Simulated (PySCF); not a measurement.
Ga(Cl)3 cation (Cl3Ga), SMILES [Cl][Ga]([Cl])[Cl] (connectivity only; charge and spin as stated), charge +1, multiplicity 2.

Geometry optimised at B3LYP-D3(BJ)/def2-SVP. The multiplicity is an assumed one; other spin states were not compared. The isomer is the one that the SMILES or the coordinates give; other isomers of the formula were not compared.

Level of theory: TDA-PBE0/def2-SVPD in PySCF.

Vertical excitations. Gas-phase values at a fixed geometry.

| state | energy (eV) | λ (nm) | f | main pairs |
|---|---|---|---|---|
| root 1 | 0.99 | 1246 | 0.000 | β HOMO−2→LUMO 100 % |
| root 2 | 1.62 | 764 | 0.000 | β HOMO→LUMO 88 % |
| root 3 | 1.66 | 747 | 0.000 | β HOMO−1→LUMO 57 %, β HOMO−4→LUMO 43 % |
| root 4 | 2.20 | 564 | 0.000 | β HOMO−4→LUMO 57 %, β HOMO−1→LUMO 43 % |
| root 5 | 2.48 | 499 | 0.072 | β HOMO−3→LUMO 85 % |
| root 6 | 2.61 | 476 | 0.000 | β HOMO−5→LUMO 88 % |
| root 7 | 3.90 | 318 | 0.086 | β HOMO−6→LUMO 86 % |
| root 8 | 4.75 | 261 | 0.000 | α HOMO→LUMO 56 %, β HOMO→LUMO+1 43 % |
| root 9 | 4.85 | 256 | 0.000 | α HOMO−1→LUMO 58 %, β HOMO−1→LUMO+1 40 % |
| root 10 | 5.30 | 234 | 0.027 | α HOMO→LUMO 38 %, β HOMO→LUMO+1 52 % |
Unrestricted roots are not spin-pure.
